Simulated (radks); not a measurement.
Species: In4+. Configuration: [Kr] 4d9. All-electron calculation, scalar-relativistic Kohn-Sham, BLYP, spin-polarised, spherical densities, finite nucleus; open shells are filled with parallel spins first (spin-orbit coupling, left out, can overturn this in heavy ions); Fermi nuclear charge, rms radius 4.6156 fm. Program: a radial shooting solver on a logarithmic mesh with Libxc functionals.

Local quantities along the radius. ELF = 1/(1 + alpha^2) is the electron localisation function; alpha = (tau - tau_W)/tau_unif compares the Pauli kinetic energy density with that of the uniform gas (summed over spins). tau is taken from the large components.

```
   r/bohr * ELF (the largest magnitude, 0.999, reaches the edge; | marks zero)
 0.001717 |                                                      *
 0.002236 |                                                      *
 0.002888 |                                                      *
 0.003761 |                                                      *
 0.004897 |                                                      *
 0.006326 |                                                      *
 0.008237 |                                                      *
  0.01064 |                                                      *
  0.01385 |                                                     *
  0.01804 |                                                    *
   0.0233 |                                               *
  0.03035 |                                *
   0.0392 |                  *
  0.05104 |                  *
  0.06646 |                               *
  0.08585 |                                        *
   0.1118 |                                      *
   0.1444 |                      *
    0.188 |                 *
   0.2448 |                                 *
   0.3163 |                                         *
   0.4118 |                               *
    0.532 |         *
   0.6927 |                           *
    0.902 |                                          *
    1.165 |                                     *
    1.517 |                     *
     1.96 |      *
    2.552 |*
    3.323 *
```

On this mesh the ELF has minima near r = 0.045, 0.17, 0.53 bohr, which separate the shells, and maxima near 0.098 (0.75), 0.32 (0.77), 0.90 (0.77).

Self-consistent cycle (total energy in hartree, residual of the potential): 1: -5865.329313, 1e+01; 2: -5874.753705, 7e+00; 3: -5878.036324, 6e-01; 4: -5878.061069, 6e-01; 5: -5878.092083, 7e-02; 6: -5878.093048, 8e-03; 7: -5878.093073, 1e-03; 8: -5878.093074, 1e-04; 9: -5878.093074, 6e-05; 10: -5878.093074, 1e-04; 11: -5878.093074, 3e-06; 12: -5878.093074, 4e-07; 13: -5878.093074, 1e-07; 14: -5878.093074, 4e-08; 15: -5878.093074, 2e-08; 16: -5878.093074, 5e-09.
